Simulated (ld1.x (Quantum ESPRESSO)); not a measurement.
He PAW: all-electron and pseudo phase curves

ld1.x (Quantum ESPRESSO) 7.5 input, shortened:

```
&input
   title='He', zed=2., rel=0, dft='PBE', iswitch=3,
   config='[He] 2p-2'
 /
 &inputp
   pseudotype=3, lpaw=.true., tm=.true., lloc=-1, rcloc=0.65,
   nlcc=.false.,
   which_augfun='BESSEL', rmatch_augfun=0.50
 /
4
1S  1  0   2.00   0.00  0.55  0.75  0.0
1S  1  0   0.00  -0.50  0.55  0.75  0.0
2P  2  1  -2.00  -0.05  0.65  0.70  0.0
2P  2  1  -2.00   0.45  0.65  0.70  0.0
 &test
   configts(1)='1s2'
 /
```

The phase is arctan(r·u′/u) with u = r·R(r), unwrapped; energies in Ry, scanned from -3 to 5 Ry. A pole is an energy at which the radial function vanishes at the test radius. The pseudo phase is shifted by a multiple of π to meet the all-electron one at the reference energy, and phase errors are pseudo minus all-electron; the curves can meet again beyond the range given. Levels narrower than the energy grid can be missing from the lists of poles.

```tsv
channel	radius (bohr)	reference energy (Ry)	poles, all-electron	poles, pseudo	unbroken range about the reference energy with phases within 0.05 rad	phase error 1 Ry above the reference energy (rad)
s	0.85	-1.16	4.63	4.63	the whole range	+0.000
p	0.85	-0.05	none	none	the whole range	-0.000
```

Phases in the p channel:

```
E (Ry)  all-electron  pseudo
 -3.00         1.110   1.110
 -2.52         1.096   1.096
 -2.04         1.080   1.080
 -1.56         1.062   1.062
 -1.08         1.043   1.043
 -0.60         1.022   1.022
 -0.12         1.000   1.000
  0.36         0.974   0.974
  0.84         0.946   0.946
  1.32         0.914   0.914
  1.80         0.879   0.879
  2.28         0.839   0.839
  2.76         0.794   0.794
  3.24         0.742   0.742
  3.72         0.684   0.684
  4.20         0.616   0.616
  4.68         0.539   0.539
```
